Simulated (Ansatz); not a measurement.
The cation of INa (`[Na][I]`) at the neutral geometry.

```yaml
crystal:
  periodic: [false, false, false]
  atoms:
    - {symbol: Na, position_ang: [-0.000000, 0.000000, 0.044529]}
    - {symbol: I, position_ang: [0.000000, -0.000000, 2.758591]}
basis:
  gaussian: {orbitals: def2-TZVPP}
total_charge: 1
magnetization: {spin_polarized: true, initial_magnetization: 1}
hamiltonian: {xc: pbe0, dispersion: d4}
```

```sh
$ ansatz run in.yaml --threads 2 --pin off --events-out ev --progress --plain --max-ram 32768MiB --backend cpu
```

Output, abridged:

```
Functional definition: PBE0
704 factors; their error is unknown
mean field evaluation 1: about -12507.1213 eV, gradient 1.6e1 eV
mean field evaluation 2: about -12507.8645 eV, gradient 1.3e1 eV
mean field evaluation 4: about -12508.3871 eV, gradient 3.2e-1 eV
mean field evaluation 8: about -12508.6917 eV, gradient 5.1e-1 eV
mean field evaluation 16: about -12508.6920 eV, gradient 9.2e-6 eV
mean field -12508.69204560 eV, -459.6859539796 hartree, gradient 1.4e-5 eV, S^2 0.753420; 1 other end points of the search recorded, 0 dependent functions left out
reference -12508.69207929 eV, -459.6859552177 hartree; 18, 17 occupied and 64, 65 virtual orbitals, 704 factors
Total energy: -12508.70937987 eV, -459.6865910024 hartree
```

Run time 1.6 s (2 threads of an AMD EPYC 7R13 on a shared host); peak host memory 0.2 GiB.
